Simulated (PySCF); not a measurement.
Compound: C₅H₁₃GaOS.
Atom-mapped SMILES: `[CH3:1][S:2][C@@H:3]1[CH2:4][CH2:5][O+:6]([GaH3-:7])[CH2:8]1` (hydrogens: H9, H10, H11 on C1; H12 on C3; H13, H14 on C4; H15, H16 on C5; H17, H18, H19 on Ga7; H20, H21 on C8)

Method: PySCF 2.14.0, density-fitted response routines, TDDFT wB97X-D/def2-SVPD, vertical, gas phase, core orbitals frozen in the response. Geometry: PBE0-D3(BJ)/def2-SVP, one conformer, isolated molecule. Relativistic effects, spin–orbit coupling among them, are left out although an element past zinc is present.

Each state is given a Gaussian of 0.25 eV full width at half maximum, with ε(max) = 2.175×10⁸ f / Δν̃ (Δν̃ the width in cm⁻¹). The width is an assumption, not a result. The curve ends short of the highest state used, and states not computed would add to its high-energy end.

(E (eV), ε (L mol⁻¹ cm⁻¹)): (5.15, 0), (5.21, 0), (5.26, 2), (5.32, 6), (5.37, 13), (5.43, 25), (5.48, 33), (5.54, 36), (5.59, 30), (5.65, 18), (5.70, 9), (5.76, 3), (5.81, 1), (5.87, 0), (5.92, 0), (5.98, 0), (6.03, 0), (6.09, 1), (6.14, 6), (6.20, 37), (6.25, 138), (6.31, 513), (6.37, 1408), (6.42, 2599), (6.48, 4130), (6.53, 4856), (6.59, 4541), (6.64, 3501), (6.70, 2099), (6.75, 1274), (6.81, 837), (6.86, 854), (6.92, 1256), (6.97, 1837), (7.03, 2565), (7.08, 3007)

Q: Locate the maxima and give the states behind the curve.

A: 224 nm (5.53 eV), ε about 37, made up of S1 (100%); 189 nm (6.55 eV), ε about 4900, made up of S2 (29%) and S3 (67%) (ε in L mol⁻¹ cm⁻¹; maxima over ε = 5, shares over 10%). At its high-energy end, 7.08 eV, the curve is still rising (ε about 3000, from S6 and S7). The states used: S1 5.53 eV (f 0.0003); S2 6.51 eV (f 0.014); S3 6.56 eV (f 0.031); S4 6.68 eV (f 0.0037); S5 6.86 eV (f 0.0033); S6 7.07 eV (f 0.024); S7 7.36 eV (f 0.123); S8 7.52 eV (f 0.068); S9 7.55 eV (f 0.112); S10 7.68 eV (f 0.015).

Q: On this curve, what absorbance would a 10⁻⁵ mol/L sample give at 193 nm over a 1 cm path?

A: 193 nm is 6.424 eV, where ε is about 2700 L mol⁻¹ cm⁻¹, so A = ε c l ≈ 0.027 (Beer–Lambert, with the gas-phase spectrum and the assumed width).

Q: Coming from long wavelengths, where does ε first pass 100 L mol⁻¹ cm⁻¹?

A: At about 199 nm (6.24 eV), 0.71 eV above S1.

Q: What would ε be at 6.55 eV, the highest of these maxima, with half the width (0.125 eV)?

A: About 8760 L mol⁻¹ cm⁻¹ against 4900, a factor of about 1.8; a lone state at its own centre would give exactly 2.

The vertical ionisation energy (ΔSCF) is 8.98 eV, 1.30 eV above S10.

The run took 8.5 min of wall time on one thread of an Arm Neoverse V2, no GPU, shared host, and the process peaked at 1.4 GiB of memory.
